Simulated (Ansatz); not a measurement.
`O[SiH](O)[SiH2]Cl` + `F[SiH](F)S` → `F[SiH](F)S[SiH2]Cl` + `O[SiH2]O`  (cleavage of the Si–Si bond)

Program: Ansatz. Geometries: PBE0-D4/def2-TZVP. ΔE: electronic, gas phase. CBS: MP2 limit from def2 TZ/QZ plus the TZ coupled-cluster correction, frozen cores. DFT in def2-TZVPP. B3LYP here is the variant with VWN-RPA as its local correlation; programs differ in this. One conformer a species, not always the lowest.

`O[SiH](O)[SiH2]Cl`:

Z-matrix (Å, degrees):
```
Si
O 1 1.643
Si 1 2.348 2 104.3
O 1 1.642 2 114.0 3 117.9
H 1 1.484 2 110.8 3 -124.8
H 2 0.959 1 118.3 3 178.8
Cl 3 2.078 1 104.5 2 89.2
H 3 1.485 1 113.1 2 -154.8
H 3 1.483 1 115.0 2 -28.6
H 4 0.961 1 116.5 2 -75.5
```

`F[SiH](F)S`:

Cartesian coordinates in Å:
```
F 1.178 0.533 1.105
Si 0.154 0.471 -0.103
F 1.017 0.048 -1.362
S -1.387 -0.912 0.270
H -0.430 1.802 -0.326
H -0.532 -1.941 0.416
```

`F[SiH](F)S[SiH2]Cl`:

Z-matrix (Å, degrees):
```
Si
F 1 1.584
S 1 2.106 2 111.2
F 1 1.584 2 105.8 3 -120.4
H 1 1.470 2 109.0 3 121.3
Si 3 2.140 1 98.7 2 -70.8
Cl 6 2.043 3 111.5 1 -91.4
H 6 1.476 3 106.0 1 151.0
H 6 1.477 3 110.1 1 29.0
```

`O[SiH2]O`:

Cartesian coordinates in Å:
```
O 0.725 -0.361 1.203
Si -0.220 -0.346 -0.139
O -0.250 1.107 -0.903
H 1.670 -0.248 1.085
H 0.288 -1.278 -1.171
H -1.561 -0.720 0.367
H -0.652 1.845 -0.442
```

CCSD(T)/CBS gives -76.6 kJ/mol.

Problem. Another level gave -74.9 kJ/mol. Which?
A. B3LYP/def2-TZVPP
B. SCS-MP2/def2-TZVPP
C. PBE-D4/def2-TZVPP
D. B2PLYP/def2-TZVPP

Solution. D. B2PLYP -74.9, B3LYP -68.1, SCS-MP2/def2-TZVPP -82.8, PBE-D4 -63.4 kJ/mol.

Largest T1 diagnostic among the species: 0.012.

From PBE to PBE0 (25 % exact exchange), in def2-TZVPP and without D4, ΔE moves by −5.2 kJ/mol. The D4 term adds −3.4 kJ/mol with B3LYP and −1.8 kJ/mol with PBE0; it sums over pairs of atoms, weighted by their polarisabilities, and B3LYP, whose exchange is more repulsive, gets the larger term.

CCSD(T)/CBS has its own doubt, a few kJ/mol and more with outer-core shells, so smaller differences from it don't rank the levels.
